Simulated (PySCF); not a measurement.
Be: excitation energy

Be [He] 2s2 (1S) → Be [He] 2p2 (3P), as a difference of total energies. All numbers are calculated (PySCF 2.14, no relativity, point nucleus, in dyall-av3z (15s9p4d2f, 76 functions)). Correlated levels: valence: 1s2 frozen; virtual orbitals above 40 to 60 times the deepest correlated orbital energy dropped. The calculations carry no spin-orbit coupling.

```
           method  excitation energy (eV)
              UHF                   6.438
    MP2 (valence)                   7.067
SCS-MP2 (valence)                   7.336
   CCSD (valence)                   7.441
```

Task: How much does correlation contribute at MP2 (valence)?

Result: 7.067 − (6.438) = 0.629 eV, measured against UHF.

Errors of the correlated levels include the incompleteness of this basis and the frozen core.

With two correlated electrons CCSD is exact in that space.

For comparison: 7.401 eV (measured; NIST levels, between the centres of gravity of the two terms).
